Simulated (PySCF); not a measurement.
# Excitation energy of Ge by level of theory

Ge [Ar] 3d10 4s2 4p2 (3P) → Ge [Ar] 3d10 4s2 4p1 5s1 (3P), as a difference of total energies. Computed with PySCF 2.14 in aug-cc-pVDZ-PP with ECP10MDF, with scalar relativity through the core potential. Correlated levels: valence: 3s2 3p6 3d10 frozen. The calculations carry no spin-orbit coupling.

| method | excitation energy (eV) | error (eV) |
| --- | --- | --- |
| UHF | 4.600 | -0.048 |
| MP2 (valence) | 4.660 | +0.012 |
| SCS-MP2 (valence) | 4.640 | -0.008 |
| CCSD (valence) | 4.658 | +0.010 |
| CCSD(T) (valence) | 4.656 | +0.008 |
| CCSDT (valence) | 4.654 | +0.006 |

Reference: 4.648 eV (measured; NIST levels, between the centres of gravity of the two terms).

Errors of the correlated levels include the incompleteness of this basis and the frozen core.
